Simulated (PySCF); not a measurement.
## Field gradients at the hydrogen positions

Species: C₄H₄F₃P.
Cartesian coordinates in Å at the GFN2-xTB level; atoms count from 1:
```
atom  x, y, z in Å
C1    -1.7288    0.5552   -0.0013
C2    -1.3375   -0.8694    0.1527
P3     0.1582   -1.6146    0.0510
C4     1.2427   -0.1903   -0.4027
F5     0.9301    0.5402   -1.4924
C6     2.3932    0.0433    0.2195
F7     2.7578   -0.6484    1.2926
F8     3.2920    0.9708   -0.0713
H9    -0.8763    1.2286    0.0149
H10   -2.2532    0.6917   -0.9493
H11   -2.4185    0.8375    0.7938
H12   -2.1585   -1.5452    0.3664
```

Level: PBE0/pcSseg-1 (PySCF, non-relativistic); Q(2H) = 0.00286 b; rigid geometry, the same for H and D, with no vibrational averaging.

**Question.** What are Vzz, η and χzz (234.96 MHz × Q × Vzz) at all hydrogens?

**Answer.** 
| atom | bonded to | bond length (Å) | Vzz (au) | η | χzz (kHz) |
| --- | --- | --- | --- | --- | --- |
| H9 | C1 | 1.086 | 0.3115 | 0.05 | 209 |
| H10 | C1 | 1.092 | 0.3075 | 0.03 | 207 |
| H11 | C1 | 1.090 | 0.3097 | 0.03 | 208 |
| H12 | C2 | 1.085 | 0.3199 | 0.06 | 215 |

**Question.** Give the 2H NMR doublet splittings at H11 for a magnetic field along the z, y and x axes of the gradient: 3χ/2, 3χ(1 + η)/4, 3χ(1 − η)/4.

**Answer.** With |χ| = 208.1 kHz and η = 0.033: 312, 161 and 151 kHz, to first order and without motion.

The structure is a single GFN2-xTB conformer in the gas phase; no vibrational or solvent corrections. GFN2-xTB bond lengths can be off by several hundredths of an ångström, more for odd bonds, and the gradients follow them. The small basis limits the accuracy of the gradients.
